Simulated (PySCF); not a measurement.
Isomers of C3H4F2O2. Method: PySCF 2.14.0, PBE0-D3(BJ)/def2-SVP geometry optimisation, gas phase. Energies are electronic, without zero-point or thermal terms, for one conformer each. No frequencies were run at this level. Point groups hold within 0.08 Å.

Problem. Rank from lowest to highest electronic energy at this level (kcal/mol).
A. `[CH3:1][O:2][C:3](=[O:4])[CH:5]([F:6])[F:7]` with C1–O2–C3–O4 0°, O2–C3–C5–F6 59° (methyl difluoroacetate)
B. `[O:1]=[CH:2][O:3][CH2:4][CH:5]([F:6])[F:7]` with O1–C2–O3–C4 -2°, C2–O3–C4–C5 84°, O3–C4–C5–F6 178°

Solution. B (0.0), A (3.0).

| SMILES | E (Eh) | E rel (kcal/mol) | dipole (D) | point group | A, B, C (MHz) |
| --- | --- | --- | --- | --- | --- |
| O=COCC(F)F | -466.02901 | 0.0 | 1.44 | C1 | 5244, 1607, 1451 |
| COC(=O)C(F)F | -466.02427 | 3.0 | 1.49 | Cs | 4514, 1825, 1712 |
